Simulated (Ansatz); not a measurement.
The cluster CuF2, relaxed as a doublet with UKS PBE-D4/def2-TZVP in Ansatz, starting from the GFN1-xTB geometry. Force threshold 0.02 eV/Å.

The gap within one spin of the charge 0 doublet nearly closes, so an electron or hole may be smeared out by delocalisation error. The structure comes from a short search, and lower isomers may exist.

Start:

```xyz
3

Cu    0.000    0.000    0.000
F     0.183    0.644   -1.564
F    -0.182   -0.644    1.564
```

Task: Estimate the energy that the relaxation releases and the steps that it takes.

Result: 2.9 kJ/mol, in 4 steps; 24 s on 4 threads of Arm Neoverse V2 on a shared host. No frequencies were taken in this run, so the end may be a saddle point.

Task: Does the start keep its bonding and symmetry?

Result: By distances, no bond broke or formed. The bond that changes most is Cu1–F3, from 1.70 to 1.74 Å (atoms count from 1). Point group D∞h at the start, D∞h at the end, both within 0.05 Å.

Task: Predict the relaxed structure.

Result: 
```
atom   x (Å)   y (Å)   z (Å)
 Cu1   0.000   0.000   0.000
  F2   0.186   0.658  -1.597
  F3  -0.186  -0.658   1.597
```
Bond lengths: 2 × Cu–F 1.74 Å.
